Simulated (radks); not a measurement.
Species: the caesium ion Cs4+. Configuration: [Kr] 4d10 5s2 5p3.

Method: scalar-relativistic Kohn-Sham, PBE, spin-unpolarised, spherical densities, point nucleus; computed with a radial shooting solver on a logarithmic mesh with Libxc functionals.

Energy parts (hartree):
part                       energy
total                  -7783.0063
kinetic                 8200.8270
electron-nucleus      -18753.9128
Hartree                 2960.6996
exchange-correlation    -190.6201

Orbitals (lengths in bohr, moments of r in powers of bohr):
1s: occ. 2; eigenvalue (hartree) -1317.272; <r> 0.02611
2s: occ. 2; eigenvalue (hartree) -207.9948; <r> 0.1121
2p: occ. 6; eigenvalue (hartree) -186.7437; <r> 0.09821
3s: occ. 2; eigenvalue (hartree) -44.51844; <r> 0.2990
3p: occ. 6; eigenvalue (hartree) -37.68027; <r> 0.2970
3d: occ. 10; eigenvalue (hartree) -27.64669; <r> 0.2735
4s: occ. 2; eigenvalue (hartree) -9.69064; <r> 0.6941
4p: occ. 6; eigenvalue (hartree) -7.50223; <r> 0.7382
4d: occ. 10; eigenvalue (hartree) -4.31336; <r> 0.8315
5s: occ. 2; eigenvalue (hartree) -2.42516; <r> 1.639
5p: occ. 3; eigenvalue (hartree) -1.87064; <r> 1.855

The highest occupied level is 5p at -50.903 eV. The density falls to 0.001 e/bohr^3 at r = 3.42 bohr. For comparison, the ionisation energy in NIST's Atomic Spectra Database is 56 eV (theoretical). In exact Kohn-Sham theory the highest level is minus the ionisation energy, but local and semilocal functionals leave it too shallow, through self-interaction and a potential that decays too fast; potentials with the right tail come closer. Summed over all electrons, <r^2> = 32.21 bohr^2, which gives a Langevin (diamagnetic) susceptibility term of -25.5 x 10^-6 cm^3/mol.

Beside tabulated values, note that spin-unpolarised runs miss the spin-polarisation part of the exchange energy of open shells.
